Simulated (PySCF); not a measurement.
# Relaxation of quartet RuSBr

All numbers come from UPBE/[Ru def2-SVP with ECP28, S def2-SVP, Br def2-SVP], scalar-relativistic core potentials, density fitting, no spin–orbit coupling, PySCF. A (50,194) grid was used.

A hand-made bent start, of Cs symmetry, held to at least that symmetry:

Coordinates in bohr (charge 0 multiplicity 4):
```
Ru   -0.8883    0.0000   -1.2994
S    -4.1081    0.0000    0.9550
Br    2.8114    0.0000    1.2910
```

Task: What forces act on the atoms at the start (eV/Å)?

Result: 
```tsv
atom	Fx	Fy	Fz
Ru1	0.29	0.00	0.36
S2	-0.13	0.00	-0.09
Br3	-0.16	0.00	-0.27
```

Task: What does it relax to?

Result: It ends at Cs with Ru–Br 2.365 Å, Ru–S 2.082 Å; Br–Ru–S 117.7° (after a last refinement on a finer grid). A frequency run shows a minimum. Other isomers or separated fragments may lie lower.

Task: How much energy is released, and in how many steps?

Result: 2.3 kJ/mol in 5 steps.

Open d and f shells are described by one determinant, and the ground state may have another occupation or spin.
